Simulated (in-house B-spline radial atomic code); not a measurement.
Ionising Eu14+ with different functionals

Computed with a radial B-spline atomic code at the basis-set limit: scalar-relativistic (spin-free X2C) Hamiltonian, Fermi nucleus of rms radius 5.1115 fm, spin-polarised at highest spin, spherical fractional occupations for the functionals. The ionisation energy is the difference of two self-consistent energies, [Kr] 4d10 4f2 5s1 → [Kr] 4d10 4f2, without Breit or QED terms; ε is the level of the shell that loses the electron (its least bound occupied spin orbital). There is no spin-orbit coupling in this Hamiltonian.

Hybrids are left out here: with spherical fractional occupations of an open shell their exact exchange keeps a self-interaction that integer-occupation calculations don't have.

```tsv
method	rung	ΔSCF (eV)	-ε(5s) (eV)
LDA exchange-only	LDA	281.58	272.20
BP86	GGA	282.20	272.97
r2SCAN	meta-GGA	281.11	272.47
revTPSS	meta-GGA	281.37	272.27
```

(1) Among the functionals, which spreads more, the ΔSCF values or the orbital energies?

(2) How do they compare with the NIST value?

Results:

(1) The ΔSCF values: ΔSCF values span about 1.09 eV and the orbital energies 0.77 eV.

(2) NIST lists 281 eV ± 14 (tabulated theory, ground level to ground level). Errors run from +0.11 to +1.20 eV; all lie within about twice that uncertainty, so the table can't rank the methods.
